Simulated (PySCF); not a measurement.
C2H3Br, SMILES BrC=C.

Geometry optimised at PBE-D3(BJ)/def2-TZVP.

The numbers are results of PBE-D3(BJ)/def2-TZVP (PySCF), not measurements.

Frequencies are harmonic and unscaled.

Computed vibrational spectrum:
```tsv
mode	ν (cm⁻¹)	IR (km/mol)	moving atoms (share of kinetic energy)
1	338	0.1	C 59 %, H 27 %, Br 14 %
2	583	17.2	H 69 %, C 30 %
3	595	25.5	C 65 %, H 21 %, Br 14 %
4	880	28.0	H 71 %, C 29 %
5	937	34.3	H 94 %
6	984	11.3	H 74 %, C 26 %
7	1236	23.6	H 82 %, C 18 %
8	1358	9.2	H 86 %, C 14 %
9	1609	58.7	C 86 %, H 14 %
10	3081	0.1	H 95 %
11	3139	2.7	H 91 %, C 9 %
12	3175	1.2	H 90 %, C 10 %
```
